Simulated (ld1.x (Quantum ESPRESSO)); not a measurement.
**Reading a pseudo-wave (Ti)**

Columns: radius, all-electron u(r) and pseudo u(r) of the 4p shell (level -1.47 eV) of titanium in the configuration [Ar] 3d2 4s2 4p0; PBE, scalar-relativistic, PAW scheme, ld1.x (Quantum ESPRESSO) 7.5.

| r (bohr) | all-electron | pseudo |
| --- | --- | --- |
| 0.210 | 0.0986 | 0.0053 |
| 0.420 | -0.0468 | 0.0211 |
| 0.630 | -0.1619 | 0.0463 |
| 0.840 | -0.1807 | 0.0797 |
| 1.050 | -0.1327 | 0.1195 |
| 1.260 | -0.0534 | 0.1636 |
| 1.470 | 0.0346 | 0.2100 |
| 1.680 | 0.1197 | 0.2565 |
| 1.890 | 0.1967 | 0.3012 |
| 2.100 | 0.2636 | 0.3425 |
| 2.310 | 0.3204 | 0.3791 |
| 2.520 | 0.3674 | 0.4102 |
| 2.730 | 0.4054 | 0.4355 |
| 2.940 | 0.4348 | 0.4550 |
| 3.150 | 0.4565 | 0.4690 |
| 3.360 | 0.4711 | 0.4780 |
| 3.570 | 0.4796 | 0.4827 |
| 3.780 | 0.4827 | 0.4837 |
| 3.990 | 0.4812 | 0.4814 |
| 4.200 | 0.4760 | 0.4760 |
| 4.410 | 0.4677 | 0.4677 |
| 4.620 | 0.4570 | 0.4570 |
| 4.830 | 0.4446 | 0.4446 |
| 5.040 | 0.4307 | 0.4307 |
| 5.250 | 0.4159 | 0.4159 |
| 5.460 | 0.4005 | 0.4005 |

(1) How many radial nodes do the two functions have?

(2) At about which radius was the pseudo-wave matched?

(3) Where does each function peak?

(4) Is the pseudo-wave norm-conserving?

Results:

(1) The all-electron 4p function has n − l − 1 = 2; the pseudo-wave has 0, since the states of the same l below it are removed with the core.

(2) 4.20 bohr, where the columns begin to agree (steps of 0.21 bohr).

(3) Outermost all-electron maximum near 3.78 bohr, pseudo maximum near 3.78 bohr (to the table’s step).

(4) No, it belongs to a PAW set: the norm inside the radius is not constrained, and the difference is carried by the augmentation charge.
